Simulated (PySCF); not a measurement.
## Polarisability and C₆ of Xe²⁺ (xenon, charge +2)

[Kr] 4d10 5s2 5p4, high-spin 3P determinant. All numbers are calculated (PySCF 2.14, a scalar-relativistic core potential, in def2-QZVPPD with the def2 core potential (28 electrons) (8s7p5d4f1g, 91 functions)). Coupled (time-dependent) response in atomic units; α is the mean over directions.

```tsv
method	mean α (bohr³)	α xx, yy, zz	C₆ (like pair)	S(−4)
UHF	12.80	12.81, 12.77, 12.81	92.11	27.23
PBE	12.86	12.74, 13.12, 12.74	92.53	27.80
PBE0	12.76	12.68, 12.93, 12.68	91.67	27.14
r2SCANh	12.68	12.62, 12.81, 12.62	93.25	25.34
TPSSh	12.81	12.72, 12.99, 12.72	92.64	27.10
```

S(−4) is the Cauchy moment in α(ω) = α(0) + S(−4) ω² + …

Spin-orbit coupling is absent.

α(iu) at r2SCANh:

```
u (hartree)  α(iu) (bohr³)
          0          12.68
     0.0500          12.62
      0.100          12.44
      0.200          11.75
      0.300          10.78
      0.500          8.604
      0.750          6.297
       1.00          4.694
       1.50          2.892
       2.00          1.999
       3.00          1.166
       5.00         0.5614
```

For an ion, C₆ is the dispersion term alone; charge-induced terms of lower order in 1/R come first.

The components differ because the open shell of this determinant is not spherical; for a pure term their mean is the scalar polarisability.

Energies and moments cover only the electrons outside the core potential.
